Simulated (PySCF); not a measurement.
CdI, SMILES [Cd+][I], charge +1. Atoms are numbered in the order given.

```xyz
2

Cd     0.0000     0.0000    -1.3603
I      0.0000     0.0000     1.2320
```
Charge +1, spin multiplicity 1.

Geometry optimised at B3LYP-D3(BJ)/def2-TZVP. The multiplicity is an assumed one; other spin states were not compared. The def2 effective core potentials stand for the cores of Cd, I; spin–orbit coupling is left out.

These are PBE/def2-TZVPD (PySCF) values and carry that method's errors.

Mulliken values depend strongly on the basis, most of all with diffuse functions as here. ESP charges are fitted to the potential on shells at 1.4 to 2.0 van der Waals radii. Atomic charges (e):

```csv
atom,Mulliken,ESP fit
Cd1,0.78,0.93
I2,0.22,0.07
```
